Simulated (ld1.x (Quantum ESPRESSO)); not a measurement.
## u(r) = r·R(r): atom against pseudo-atom (Cd)

Columns: radius, all-electron u(r) and pseudo u(r) of the 4d shell (level -11.73 eV) of cadmium in the configuration [Ar] 3d10 4s2 4p6 4d10 5s2 5p0; PBE, scalar-relativistic, TM scheme, ld1.x (Quantum ESPRESSO) 7.5.

| r (bohr) | all-electron | pseudo |
| --- | --- | --- |
| 0.090 | 0.2032 | -0.0040 |
| 0.180 | 0.4605 | -0.0307 |
| 0.270 | 0.4263 | -0.0964 |
| 0.360 | 0.1870 | -0.2060 |
| 0.450 | -0.1172 | -0.3515 |
| 0.540 | -0.4001 | -0.5147 |
| 0.630 | -0.6252 | -0.6724 |
| 0.720 | -0.7845 | -0.8037 |
| 0.810 | -0.8831 | -0.8959 |
| 0.900 | -0.9322 | -0.9455 |
| 0.990 | -0.9442 | -0.9574 |
| 1.080 | -0.9301 | -0.9406 |
| 1.170 | -0.8986 | -0.9052 |
| 1.260 | -0.8563 | -0.8594 |
| 1.350 | -0.8078 | -0.8088 |
| 1.440 | -0.7566 | -0.7567 |
| 1.530 | -0.7048 | -0.7048 |
| 1.620 | -0.6538 | -0.6538 |
| 1.710 | -0.6048 | -0.6048 |
| 1.800 | -0.5582 | -0.5582 |
| 1.890 | -0.5143 | -0.5143 |
| 1.980 | -0.4732 | -0.4732 |
| 2.070 | -0.4350 | -0.4350 |
| 2.160 | -0.3997 | -0.3997 |
| 2.250 | -0.3670 | -0.3670 |
| 2.340 | -0.3368 | -0.3368 |

**Question.** How many radial nodes do the two functions have?

**Answer.** The all-electron 4d function has n − l − 1 = 1; the pseudo-wave has 0, since the states of the same l below it are removed with the core.

**Question.** At about which radius was the pseudo-wave matched?

**Answer.** 1.60 bohr. The columns agree to 0.0005 from 1.44 bohr on; several derivatives are matched, so the curves merge somewhat inside the radius.

**Question.** Is the pseudo-wave norm-conserving?

**Answer.** Yes: the TM scheme keeps the norm inside the radius equal to the all-electron one, which fixes the energy derivative of the logarithmic derivative at the level.
